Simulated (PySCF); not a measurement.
A database entry of computed molecular properties. Lists by class give the value and the number of equivalent atoms.

```json
{
 "formula": "CH3Cl5Si2",
 "smiles": "C[Si](Cl)(Cl)[Si](Cl)(Cl)Cl",
 "charge": 0,
 "multiplicity": 1,
 "geometry_level": "PBE0-D3(BJ)/def2-TZVP",
 "atoms_angstrom": [
  ["C", -1.739, 0.256, -0.312],
  ["Si", -0.303, -0.558, 0.518],
  ["Cl", -0.307, -2.569, 0.13],
  ["Cl", -0.391, -0.261, 2.542],
  ["Si", 1.759, 0.265, -0.194],
  ["Cl", 1.953, -0.024, -2.206],
  ["Cl", 1.86, 2.269, 0.182],
  ["Cl", 3.293, -0.668, 0.761],
  ["H", -1.671, 0.127, -1.394],
  ["H", -1.748, 1.323, -0.08],
  ["H", -2.672, -0.19, 0.039]
 ],
 "electronic_structure_code": "PySCF",
 "results": {
  "PBE0-D3(BJ)/def2-TZVP geometry optimisation, gas phase": {
   "rotational_constants_GHz": [0.745, 0.499, 0.454]
  },
  "B97-2/pcSseg-2 ground state and GIAO shieldings, non-relativistic": {
   "dipole_D": 2.19,
   "homo_eV": -8.24,
   "lumo_eV": -0.9,
   "shift_vs_computed_TMS_C_by_class_ppm": [
    [6.0, 1]
   ],
   "shift_vs_computed_TMS_H_by_class_ppm": [
    [0.78, 3]
   ],
   "shielding_other_nuclei_by_class_ppm": [
    ["Si", 326.8, 1],
    ["Si", 334.2, 1],
    ["Cl", 816.6, 3],
    ["Cl", 878.4, 2]
   ]
  }
 }
}
```

The rotational constants make it an asymmetric top with κ = (2B − A − C)/(A − C) = -0.7, nearer the prolate limit (−1). In atomic units the dipole is 0.86 e·bohr (1 au = 2.5417 D). With B = h/(8π²I), that is 505.379 GHz u Å² over I, the principal moments of inertia are 677.9, 1013.4 and 1112.2 u Å² (most abundant isotopes).

Isolated species at its PBE0-D3(BJ)/def2-TZVP geometry, gas phase. NMR classes are plain means over equivalent atoms (diastereotopic ones count apart unless rotation or inversion swaps them), as if these changed places fast; in this geometry the members of some classes differ.

Conformer computed: `[CH3:1][Si:2]([Cl:3])([Cl:4])[Si:5]([Cl:6])([Cl:7])[Cl:8]`: C1–Si2–Si5–Cl6 -60°.
